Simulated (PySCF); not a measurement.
Sn(H)(NMe2) (C2H7NSn), SMILES [SnH][N](C)C (connectivity only; charge and spin as stated), neutral, multiplicity 1. Atoms are numbered in the order given.

```xyz
11

Sn     0.0304    -0.8863     0.0000
H     -1.7662    -0.9683     0.0000
N     -0.0110     1.1783     0.0000
C      1.2187     1.9439     0.0000
C     -1.1898     2.0191     0.0000
H      1.2916     2.6023     0.8895
H      1.2916     2.6023    -0.8895
H      2.0978     1.2805     0.0000
H     -1.2149     2.6820    -0.8893
H     -1.2149     2.6820     0.8893
H     -2.1029     1.4092     0.0000
```
Charge 0, spin multiplicity 1.

Coordinates come from a B3LYP-D3(BJ)/def2-SVP optimisation. The structure was generated by enumeration; whether it is a known compound was not checked. The def2 effective core potentials stand for the cores of Sn; spin–orbit coupling is left out.

Calculation: PySCF with ωB97X/def2-TZVP.

Symmetry labels are those of the subgroup Cs that the program uses (full group Cs).

Computed valence orbital energies around the gap with their symmetry:
```csv
orbital,symmetry,energy (eV)
HOMO−7,A",-15.18
HOMO−6,A',-14.94
HOMO−5,A',-13.99
HOMO−4,A",-13.31
HOMO−3,A',-12.76
HOMO−2,A',-10.98
HOMO−1,A',-8.66
HOMO,A",-8.59
LUMO,A",-0.27
LUMO+1,A',1.73
LUMO+2,A',2.89
LUMO+3,A',3.54
```
